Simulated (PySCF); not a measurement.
Species: (F3Sn)2S.
Cartesian coordinates in Å at the PBE0-D3(BJ)/def2-SVP level; atoms count from 1:
```
atom  x, y, z in Å
Sn1   -0.7261   -0.0736    1.3583
F2     0.8142    0.3130    2.4179
F3    -1.2751   -1.8998    1.2748
F4    -2.1242    0.7090    2.4172
S5    -1.1148    1.2932   -0.6437
Sn6    0.7157    0.2428   -1.6617
F7     0.5102   -0.9080   -3.1658
F8     2.3612    1.1535   -1.9654
F9     0.9716   -0.8996   -0.0573
```

The calculation used PBE0-D3(BJ)/def2-SVP geometry optimisation, gas phase, def2 core potentials past Kr (PySCF).

Task: Which atoms are bound to Sn1, and at what distances?

Result: 4 atoms: F3 1.909 Å, F2 1.909 Å, F4 1.920 Å, S5 2.455 Å. The nearest atom not counted as bound is F9, at 2.36 Å.

Task: List the angles at Sn1.

Result: 
```json
{"angle": "F2–Sn1–S5", "degrees": "117.9", "distance of the outer atoms (Å)": "3.75"}
{"angle": "F3–Sn1–S5", "degrees": "116.8", "distance of the outer atoms (Å)": "3.73"}
{"angle": "F2–Sn1–F3", "degrees": "116.8", "distance of the outer atoms (Å)": "3.25"}
{"angle": "F3–Sn1–F4", "degrees": "101.8", "distance of the outer atoms (Å)": "2.97"}
{"angle": "F2–Sn1–F4", "degrees": "101.5", "distance of the outer atoms (Å)": "2.96"}
{"angle": "F4–Sn1–S5", "degrees": "96.2", "distance of the outer atoms (Å)": "3.28"}
```

Task: Describe the arrangement about Sn1 in numbers.

Result: Angles from 96.2° to 117.9°; τ4 = (360° − α − β)/141° = 0.89 with α and β the two widest (0 for a square, 1 for a tetrahedron).

Task: What are the other bond lengths?

Result: S5–Sn6 2.343 Å; Sn6–F9 1.986 Å.

Task: Give some angles away from the centre.

Result: Sn1–S5–Sn6 88.9°, S5–Sn6–F7 122.0°, S5–Sn6–F9 90.4°, F7–Sn6–F8 104.8°, F7–Sn6–F9 107.7°.

Point group: near Cs, missed by 0.11 Å at most; the miss may be what the optimiser left on a soft mode. Charge 0, singlet. Stationary, but not proved a minimum.
